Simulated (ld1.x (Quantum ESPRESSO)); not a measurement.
**u(r) = r·R(r): atom against pseudo-atom (Sr (Z = 38))**

Columns: radius, all-electron u(r) and pseudo u(r) of the 4d shell (level -1.12 eV) of strontium in the configuration [Ar] 3d10 4s2 4p6 4d0 5s2 5p0; BLYP, scalar-relativistic, RRKJ scheme, ld1.x (Quantum ESPRESSO) 7.5.

| r (bohr) | all-electron | pseudo |
| --- | --- | --- |
| 0.123 | 0.0803 | -0.0010 |
| 0.245 | 0.1853 | -0.0074 |
| 0.368 | 0.1926 | -0.0239 |
| 0.490 | 0.1283 | -0.0530 |
| 0.613 | 0.0327 | -0.0953 |
| 0.735 | -0.0681 | -0.1481 |
| 0.858 | -0.1633 | -0.2084 |
| 0.980 | -0.2462 | -0.2702 |
| 1.103 | -0.3166 | -0.3296 |
| 1.225 | -0.3735 | -0.3818 |
| 1.348 | -0.4188 | -0.4254 |
| 1.470 | -0.4532 | -0.4589 |
| 1.593 | -0.4789 | -0.4835 |
| 1.715 | -0.4971 | -0.5004 |
| 1.838 | -0.5094 | -0.5113 |
| 1.960 | -0.5168 | -0.5176 |
| 2.083 | -0.5204 | -0.5206 |
| 2.205 | -0.5209 | -0.5209 |
| 2.328 | -0.5190 | -0.5190 |
| 2.450 | -0.5151 | -0.5151 |
| 2.573 | -0.5097 | -0.5097 |
| 2.695 | -0.5032 | -0.5032 |
| 2.818 | -0.4956 | -0.4956 |
| 2.940 | -0.4873 | -0.4873 |
| 3.063 | -0.4784 | -0.4784 |
| 3.185 | -0.4692 | -0.4692 |

Task: How many radial nodes do the two functions have?

Result: The all-electron 4d function has n − l − 1 = 1; the pseudo-wave has 0, since the states of the same l below it are removed with the core.

Task: At about which radius was the pseudo-wave matched?

Result: 2.45 bohr. The columns agree to 0.0005 from 2.08 bohr on; several derivatives are matched, so the curves merge somewhat inside the radius.

Task: Where does each function peak?

Result: Outermost all-electron maximum near 2.21 bohr, pseudo maximum near 2.21 bohr (to the table’s step).

Task: Is the pseudo-wave norm-conserving?

Result: Yes: the RRKJ scheme keeps the norm inside the radius equal to the all-electron one, which fixes the energy derivative of the logarithmic derivative at the level.
